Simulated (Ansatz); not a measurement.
(1) Predict a relaxed structure of `FC(F)(F)C#Cc1ccc(C#Cc2ccc(C#Cc3ccc(C#Cc4ccc(C(F)(F)F)cc4)cc3)cc2)cc1`, charge 0, singlet, at PBE-D4/def2-SVP (Ansatz).

Answers

(1) 
Cartesian coordinates in Å:
```
F 7.881 -13.456 2.368
C 6.721 -13.564 1.676
F 7.012 -14.123 0.478
F 5.926 -14.429 2.350
C 6.072 -12.262 1.512
C 5.533 -11.168 1.379
C 4.905 -9.900 1.223
C 5.009 -9.191 -0.002
C 4.395 -7.950 -0.155
C 3.653 -7.370 0.910
C 3.027 -6.105 0.753
C 2.483 -5.006 0.617
C 1.857 -3.742 0.461
C 2.001 -3.003 -0.745
C 1.388 -1.763 -0.898
C 0.600 -1.206 0.146
C -0.026 0.057 -0.010
C -0.571 1.156 -0.146
C -1.198 2.419 -0.303
C -2.047 2.942 0.711
C -2.663 4.180 0.556
C -2.457 4.954 -0.618
C -3.085 6.218 -0.775
C -3.631 7.315 -0.912
C -4.261 8.580 -1.068
C -3.989 9.390 -2.201
C -4.609 10.633 -2.351
C -5.514 11.093 -1.378
C -6.147 12.457 -1.506
F -5.481 13.382 -0.768
F -7.430 12.454 -1.068
F -6.150 12.897 -2.787
C -5.797 10.298 -0.252
C -5.179 9.057 -0.095
C -1.608 4.433 -1.631
C -0.993 3.193 -1.478
C 0.455 -1.946 1.352
C 1.070 -3.186 1.506
C 3.552 -8.084 2.134
C 4.166 -9.325 2.288
H 5.580 -9.632 -0.832
H 4.478 -7.405 -1.107
H 2.608 -3.424 -1.560
H 1.507 -1.199 -1.834
H -2.213 2.352 1.624
H -3.318 4.574 1.347
H -3.283 9.027 -2.962
H -4.397 11.253 -3.234
H -6.514 10.656 0.501
H -5.401 8.434 0.783
H -1.441 5.023 -2.544
H -0.339 2.798 -2.268
H -0.152 -1.525 2.166
H 0.952 -3.749 2.442
H 2.981 -7.643 2.964
H 4.083 -9.869 3.240
```
 This is one stationary point.

Single mean-field runs in def2-SVP are fitted with def2-universal-jkfit.
